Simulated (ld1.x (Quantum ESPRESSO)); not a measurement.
**H: one change to a TM semilocal potential, before and after**

| Property | Result |
| --- | --- |
| Element | hydrogen (H) |
| Generator | ld1.x (Quantum ESPRESSO) 7.5 |
| Type | norm-conserving Troullier–Martins (semilocal form) |
| Functional | PBE |
| Relativity | scalar-relativistic |
| Frozen core | none |
| Valence charge | 1 |
| Reference configuration | 1s0.5 (charge +0.5) |
| Partial waves | 1s (bound): rc 1.00 bohr; 2p channel at -0.1 Ry: rc 0.85 bohr |
| Local potential | the p channel |
| Core correction | none |

Change: all radii scaled by about 1.18 (s 1.18, p 1.00 bohr).

Cutoffs: the cutoffs (Ry, on a coarse ladder) from which the occupation-weighted sum of valence levels, in a spherical-Bessel basis at the reference potential, stays within 10 and 1 mRy of its value at 400 Ry; they do not see the model core or the augmentation charge, which bear on the density cutoff. Errors are all-electron minus pseudo energies relative to the spin-unpolarised reference configuration.

**Question.** How do hardness, ghosts and transferability respond?

**Answer.** The potential gets softer (21 Ry and 45 Ry → 18 Ry and 35 Ry); neither file shows a bound ghost. A larger radius leaves more room for a smooth pseudo-wave, so fewer plane waves are needed. A semilocal file is local in each channel, so a ghost entry of none says nothing of the separable form that plane-wave codes build from it.

| quantity | base | changed |
| --- | --- | --- |
| cutoff, loose | 21 Ry | 18 Ry |
| cutoff, tight | 45 Ry | 35 Ry |
| bound ghosts | none | none |
| error for 1s1, meV [ΔE -4.76 eV] | +0.4 | +0.9 |
